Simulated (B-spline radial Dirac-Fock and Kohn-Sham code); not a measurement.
**Binding energies of Fe³⁺ at several levels of theory**

System: iron as Fe³⁺, [Ar] 3d5.

The density-functional columns are spherical, spin-unpolarised Dirac-Kohn-Sham results without Breit or QED terms: −ε is minus the orbital energy of the initial state and ΔSCF the difference of two total energies. The reference in the last column comes from Dirac-Fock energy differences between relaxed states, corrected for Breit and QED terms. All numbers are from an atomic code on a B-spline grid, in eV; a selection of levels is shown. The Kohn-Sham columns are given as differences from the reference. For the 1s level of heavy atoms much of the gap between ΔSCF and the reference is the Breit and QED part, -11.4 eV here; for other levels the error of the functional can be larger.

```
level  LDA −ε − DF  LDA ΔSCF − DF  PBE −ε − DF  PBE ΔSCF − DF  Dirac-Fock
    K       -146.8          +11.3       -131.2          +27.4      7166.6
   L1        -48.9          -21.4        -47.2          -19.8       904.9
   L2        -33.0           -0.4        -32.6            0.0       777.4
   L3        -33.3           -1.2        -32.9           -0.8       765.2
   M1        -19.2           -8.1        -18.7           -7.7       149.9
   M2        -12.3           -1.5        -12.3           -1.5       110.3
   M3        -12.4           -1.6        -12.3           -1.6       108.7
 M4,5         -7.5           +2.3         -7.8           +2.0       51.04
```

Values without a named source are computed, but for edge energies of neutral atoms, which are taken from tables.
